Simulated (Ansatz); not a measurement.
System: H₄BGeO, charge 0, doublet. H4BGeO (SMILES O[B][GeH3], doublet).
B3LYP-D3(BJ)/def2-TZVP minimum from Ansatz (a quantum-chemistry and plane-wave program):
```xyz
7

B     -1.2989    -0.1514     0.4550
Ge     0.7229    -0.1543    -0.0409
H      1.1052    -1.5353    -0.6011
H      1.1223     0.9168    -1.0928
H      1.5564     0.0931     1.2285
O     -2.2914     0.6150     0.0176
H     -2.0897     1.2984    -0.6404
```
Charge 0, spin multiplicity 2.

Total energies in cc-pVDZ, 17 correlated electrons, 16 frozen orbitals. Open shells are spin-unrestricted; no spin-orbit coupling. Cores are frozen in correlated methods (noble-gas shells, and filled d and f shells in the p block). No relativity.

```tsv
method	program	energy (Eh)	minus CCSDT(Q) (mEh)
HF	Ansatz	-2177.18850	398.47
MP2	Ansatz	-2177.53685	50.11
CCSD	Ansatz	-2177.57502	11.95
CCSD(T)	Ansatz	-2177.58502	1.95
CCSDT(Q)	Ansatz	-2177.58697	0.00
```

Rough core times of Ansatz's runs on a shared machine: CCSD(T) under 20 s, CCSDT(Q) 5 min.
